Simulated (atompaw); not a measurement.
**What the settings do to the PAW (atompaw) potential of I**

Base potential:

```
Element                 : I
Generator               : atompaw 4.2.0.5
Type                    : PAW
Functional              : LDA (PW92)
Relativity              : non-relativistic
Frozen core             : [Ar] 3d10
Valence charge          : 25
Reference configuration : 4s2 4p6 4d10 5s1.5 5p5.5
Partial waves           : 4s (bound); 5s (bound); 4p (bound); 5p (bound); 4d (bound); 4d channel at -2.4 Ry
Local potential         : troulliermartins scheme with l = 3 at 0 Ry, radius 1.65 bohr
Core correction         : smooth core density matched at 1.05 bohr
Augmentation charge     : besselshape compensation charge, radius 1.65 bohr; PAW radius 1.70 bohr; waves and projectors: bloechl
```

All-electron outer shells of the reference configuration (LDA (PW92), non-relativistic, ld1.x):

```
shell  level (eV)  outermost node (bohr)  outermost maximum (bohr)
   3p     -839.54                   0.13                      0.28
   3d     -615.58                      –                      0.23
   4s     -166.99                   0.39                      0.71
   4p     -124.99                   0.38                      0.73
   4d      -53.29                   0.35                      0.77
   5s      -16.53                   0.92                      1.76
   5p       -7.52                   0.97                      2.02
```

Cutoffs, loose and tight: the cutoffs (Ry, on a coarse ladder) from which the occupation-weighted sum of valence levels, in a spherical-Bessel basis at the reference potential, stays within 10 and 1 mRy of its value at 400 Ry. They see the waves, projectors and local potential, not the compensation charge or the core. A dash means not determined.

A true bound ghost makes a file unfit for plane-wave use even where its test errors are small: the radial tests pick states by their node count and pass the ghost by.

| change | outcome | cutoff, loose | cutoff, tight | bound ghosts |
| --- | --- | --- | --- | --- |
| base | generated | 140 Ry | 180 Ry | none |
| functional PBE | generated | 140 Ry | 180 Ry | none |
| waves 4s (bound): rc 1.35 bohr; 5s (bound): rc 1.05 bohr; 4p (bound): rc 0.95 bohr; 5p (bound): rc 1.45 bohr; 4d (bound): rc 1.70 bohr; 4d channel at -2.4 Ry: rc 1.70 bohr; augmentation besselshape compensation charge, radius 1.65 bohr; PAW radius 1.70 bohr; waves and projectors: modrrkj vanderbiltortho | generated | 70 Ry | 120 Ry | s |
| augmentation sinc compensation charge, radius 1.65 bohr; PAW radius 1.70 bohr; waves and projectors: bloechl | generated | 140 Ry | 180 Ry | none |
| local potential troulliermartins scheme with l = 3 at 0 Ry, radius 1.34 bohr | generated, no UPF (negative core plus compensation charge) | 230 Ry | 300 Ry | none |
| augmentation besselshape compensation charge, radius 1.36 bohr; PAW radius 1.70 bohr; waves and projectors: bloechl | generated | 140 Ry | 180 Ry | none |
| local potential ultrasoft scheme with l = 3 at 0 Ry, radius 1.65 bohr | generated | 90 Ry | 110 Ry | none |

Task: What comes out with this change to the base: waves 4s (bound): rc 1.35 bohr; 5s (bound): rc 1.05 bohr; 4p (bound): rc 0.95 bohr; 5p (bound): rc 1.45 bohr; 4d (bound): rc 1.70 bohr; 4d channel at -2.4 Ry: rc 1.70 bohr; augmentation besselshape compensation charge, radius 1.65 bohr; PAW radius 1.70 bohr; waves and projectors: custom rrkj gramschmidtortho?

Result: outcome: failed: atompaw: The overlap operator has at least one negative eigenvalue!. Cause: the overlap operator built from these waves and projectors is not positive definite.
